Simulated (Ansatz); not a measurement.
Geometry optimisation, UKS PBE/STO-3G (Ansatz 0.2.0).

Input file:

```yaml
crystal:
  periodic: [false, false, false]
  atoms:
    - { symbol: C, position_ang: [-2.5561, -0.1113, 1.217] }
    - { symbol: S, position_ang: [-1.2247, -1.2206, 0.99] }
    - { symbol: S, position_ang: [0.3388, -0.123, 1.6833] }
    - { symbol: Si, position_ang: [1.0773, 0.8533, -0.1267] }
    - { symbol: Si, position_ang: [2.1428, -0.6117, -1.5225] }
    - { symbol: H, position_ang: [-3.5264, -0.5406, 0.8783] }
    - { symbol: H, position_ang: [-2.6886, 0.2104, 2.2615] }
    - { symbol: H, position_ang: [-2.4238, 0.8486, 0.5917] }
    - { symbol: H, position_ang: [-0.1924, 1.4326, -0.755] }
    - { symbol: H, position_ang: [1.8842, 1.9838, 0.2805] }
    - { symbol: H, position_ang: [1.2691, -1.7335, -1.929] }
    - { symbol: H, position_ang: [3.3621, -1.1579, -0.8119] }
    - { symbol: H, position_ang: [2.5581, 0.1352, -2.7425] }
magnetization:
  spin_polarized: true
basis:
  gaussian: { orbitals: STO-3G }
hamiltonian:
  xc: pbe
relax:
  f_tol: 0.02
  max_steps: 40
```

Launched with:

```bash
$ ansatz run input.yaml --threads 1 --pin off --max-ram 2048MiB --backend cpu --events-out ev --progress --plain --runs-dir out
```

Problem. Where does it end, and by what steps?

Solution. The run converged. The force dipped under the threshold on the way, but the program's further checks kept it going. Limits of this set-up: minimal basis. After 10 steps the energy has fallen by 0.426 eV; H8 moved furthest, 0.20 Å.

| step | energy less start (eV) | largest force component (eV/Å) | accepted |
| --- | --- | --- | --- |
| 0 | 0.0000 | 3.087 | yes |
| 1 | -0.3142 | 0.878 | yes |
| 2 | -0.4105 | 0.491 | yes |
| 3 | -0.4204 | 0.144 | yes |
| 4 | -0.4219 | 0.021 | yes |
| 5 | -0.4238 | 0.013 | yes |
| 6 | -0.4246 | 0.063 | yes |
| 7 | -0.4249 | 0.034 | yes |
| 8 | -0.4253 | 0.019 | yes |
| 9 | -0.4255 | 0.021 | yes |
| 10 | -0.4257 | 0.015 | yes |

```xyz
13
Properties=species:S:1:pos:R:3
C -2.548 -0.117 1.138
S -1.130 -1.285 1.133
S 0.404 0.008 1.814
Si 1.066 0.862 -0.052
Si 2.046 -0.576 -1.500
H -3.445 -0.679 0.815
H -2.745 0.300 2.146
H -2.401 0.728 0.436
H -0.056 1.525 -0.714
H 2.009 1.911 0.321
H 1.141 -1.652 -1.877
H 3.241 -1.179 -0.928
H 2.438 0.121 -2.717
```

Whether the end is a true minimum wasn't checked by a vibrational analysis.

Run time: 90 s on 1 thread of Arm Neoverse N1, with other jobs on the host, peak memory 0.16 GiB.
